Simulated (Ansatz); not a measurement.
Energy profile

The step: BH₃O₃ ([OH][B]([OH])[OH]) + H₂S → BH₃SO₂ ([OH][B]([OH])[SH]) + H₂O; bonds formed: B1–S6, O2–H5; bonds broken: B1–O2, H5–S6 (atoms numbered as in the saddle structure below).

```
10
angstrom
B -0.1537 0.0142 -0.3660
O 1.0709 0.9112 -0.3185
O 0.1112 -1.0595 -1.2008
O -1.3137 0.7562 -0.3365
H 1.2242 0.4349 0.7389
S 0.3671 -0.6440 1.7328
H 1.7312 0.5818 -0.9427
H -0.6518 -1.5934 -1.4232
H -2.1108 0.2361 -0.2314
H -0.2745 0.3626 2.3472
```

Electronic energies by CCSD(T) at an estimated basis limit (MP2 extrapolated from triple and quadruple zeta, plus CCSD(T) − MP2 in triple zeta), on PBE0-D4/def2-TZVP structures; BH5SO3, closed shell; no counterpoise correction. Program: Ansatz 0.2.0. Basis: def2-TZVPP and def2-QZVPP. Cores are frozen in the correlated methods. Extrapolation: Hartree–Fock as exp(−7.88 √X), correlation as X^−2.97.

Q: Give the profile in kJ/mol, counted from the separated reactants. (Judge from chemistry; the value comes from the calculation.)

A: By the calculation:
```json
{"point": "separated: BH3O3 (linked as [OH][B]([OH])[OH]; B1, O2, O3, O4, H7, H8, H9; singlet) + H2S (H5, S6, H10; singlet)", "kJ/mol": "0.0"}
{"point": "start structure", "kJ/mol": "-12.9"}
{"point": "saddle", "kJ/mol": "138.8"}
{"point": "end structure", "kJ/mol": "34.8"}
{"point": "separated: BH3SO2 (linked as [OH][B]([OH])[SH]; B1, O3, O4, S6, H8, H9, H10; singlet) + H2O (O2, H5, H7; singlet)", "kJ/mol": "51.2"}
```

The T1 diagnostic stays at or below 0.013.

For scale, one of the runs: CCSD(T)/def2-TZVPP, 236 basis functions, launched by `ansatz run in.yaml --threads 4 --pin off --events-out ev --progress --plain --max-ram 9574MiB`. The run took 2.2 min on 4 CPU threads of an Arm Neoverse V1 (shared host), with 4.6 GiB of host memory at its peak.
